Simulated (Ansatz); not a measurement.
Consider the redistribution: `C=N[SiH2]O[SiH3]` + `C[SiH](N)O` → `C[SiH2]O[SiH3]` + `C=N[SiH](N)O`.

Calculated with Ansatz (gas phase, PBE0-D4/def2-TZVP geometries, no zero-point term in ΔE). CCSD(T)/CBS is the MP2 limit (def2-TZVPP, def2-QZVPP) plus CCSD(T) − MP2 in def2-TZVPP, frozen cores. This one scheme is used for every species. Each species was taken in one conformer, which may not be the lowest.

```csv
species,MP2/CBS(def2) energy (Eh)
`C=N[SiH2]O[SiH3]`,-750.28827
`C[SiH](N)O`,-461.25749
`C[SiH2]O[SiH3]`,-696.21285
`C=N[SiH](N)O`,-515.33378
```

**Question.** Work out ΔE.

**Answer.** ΔE = (-696.21285) + (-515.33378) − (-750.28827) − (-461.25749) = -0.00087 Eh = -0.5 kcal/mol. CCSD(T)/CBS gives -0.6 kcal/mol.

Largest T1 diagnostic among the species: 0.013.
